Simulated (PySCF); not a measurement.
Compound: FH5SeSi2.
Z-matrix (Å and degrees, PBE0-D3(BJ)/def2-SVP geometry), rows numbered from 1:
```
F 
Si  1  1.6263
Se  2  2.2602  1  110.34
Si  3  2.2975  2   94.58  1   -55.12
H   2  1.4860  1  109.20  3   117.13
H   2  1.4868  1  106.24  3  -121.23
H   4  1.4897  3  111.13  2    83.32
H   4  1.4901  3  106.40  2  -157.16
H   4  1.4927  3  109.19  2   -37.85
```

Theory: PBE0-D3(BJ)/def2-SVP geometry optimisation, gas phase in PySCF.

Take the most abundant isotopes and a rigid rotor. The values belong to one conformer with, in the numbering `[F:1][SiH2:2][Se:3][SiH3:4]`, F1–Si2–Se3–Si4 -55°.

**Question.** Give the principal moments of inertia and the rotational constants in GHz.

**Answer.** Ia = 149.84, Ib = 266.71, Ic = 379.71 u·Å²; 505379 MHz·u·Å²/I gives 3373, 1895 and 1331 MHz, that is A = 3.3728, B = 1.8948, C = 1.3310 GHz.

**Question.** What kind of rotor is it?

**Answer.** An asymmetric top. Ray's parameter κ = (2B − A − C)/(A − C) = -0.448; −1 is the prolate and +1 the oblate limit.

**Question.** Is it planar, by Δ = Ic − Ia − Ib?

**Answer.** Not planar: Δ = Ic − Ia − Ib = -36.85 u·Å². For a rigid frame Δ = −2 Σ m c², so Σ m c² = 18.42 u·Å² lies off the ab plane: 6.45 from hydrogen and 11.97 from heavier atoms. The atom farthest from that plane is 1.82 Å away.

**Question.** Give the coordinates in the principal-axis frame, origin at the centre of mass.

**Answer.** The sense of each axis is arbitrary; atoms in the order of the calculation.
```csv
atom,mass (u),a (Å),b (Å),c (Å)
F1,18.998,2.109,0.998,-0.532
Si2,27.977,1.564,-0.193,0.431
Se3,79.917,-0.567,-0.724,-0.105
Si4,27.977,-1.356,1.420,0.135
H5,1.008,2.380,-1.414,0.209
H6,1.008,1.669,0.318,1.824
H7,1.008,-1.120,2.220,-1.100
H8,1.008,-2.820,1.304,0.389
H9,1.008,-0.674,2.068,1.293
```

**Question.** Predict some low-J microwave lines.

**Answer.** The dipole components are |μa| = 0.35 D, |μb| = 0.06 D, |μc| = 0.98 D. The squared components, which scale the intensities, stand as 0.13 : 0.00 : 1.00 (a : b : c). Some lines, for components of 0.1 D or more:

| type | branch | J(Ka,Kc) | MHz | lower level (cm⁻¹) |
| --- | --- | --- | --- | --- |
| c | Q | 4(1,4) ← 4(0,4) | 308 | 1.021 |
| a | Q | 1(1,0) ← 1(1,1) | 564 | 0.157 |
| c | Q | 3(1,3) ← 3(0,3) | 615 | 0.625 |
| a | Q | 3(2,1) ← 3(2,2) | 622 | 0.880 |
| c | Q | 1(1,1) ← 1(0,1) | 1478 | 0.108 |
| c | Q | 4(2,3) ← 4(1,3) | 2784 | 1.214 |
| a | R | 1(0,1) ← 0(0,0) | 3226 | 0.000 |
| c | Q | 3(2,2) ← 3(1,2) | 3684 | 0.758 |
| c | Q | 2(2,1) ← 2(1,1) | 4434 | 0.410 |
| c | R | 1(1,0) ← 0(0,0) | 5268 | 0.000 |
| a | R | 2(1,2) ← 1(1,1) | 5888 | 0.157 |
| c | Q | 4(3,2) ← 4(2,2) | 7539 | 1.363 |
| a | R | 3(1,3) ← 2(1,2) | 8756 | 0.353 |
| a | R | 3(2,2) ← 2(2,1) | 9677 | 0.558 |
| a | R | 3(1,2) ← 2(1,1) | 10428 | 0.410 |
| a | R | 4(1,4) ← 3(1,3) | 11559 | 0.645 |
| c | R | 2(2,0) ← 1(1,0) | 11582 | 0.176 |
| a | R | 4(0,4) ← 3(0,3) | 11867 | 0.625 |
| a | R | 4(3,1) ← 3(3,0) | 13236 | 1.177 |
| a | R | 4(1,3) ← 3(1,2) | 13698 | 0.758 |
| c | R | 3(2,1) ← 2(1,1) | 14734 | 0.410 |
| c | R | 3(2,2) ← 2(1,2) | 15803 | 0.353 |
| c | R | 3(3,0) ← 2(2,0) | 18439 | 0.562 |
| c | R | 3(3,1) ← 2(2,1) | 18552 | 0.558 |
| c | R | 4(2,3) ← 3(1,3) | 19845 | 0.645 |
| c | R | 4(3,2) ← 3(2,2) | 21994 | 0.880 |

**Question.** Estimate the classical rotational partition function at 10 K, 25 K and 200 K.

**Answer.** Point group C1, symmetry number σ = 1; q = (√π/σ)·√((kT/h)³/(ABC)), k/h = 20836.6 MHz/K: 1830 at 10 K, 7230 at 25 K, 163000 at 200 K.

PBE0-D3(BJ)/def2-SVP frequencies: not computed here. These are rigid-rotor constants of the computed structure; measured ground-state constants (B0) also hold zero-point vibration. A rigid rotor knows nothing of internal rotation, which can split or shift real lines.
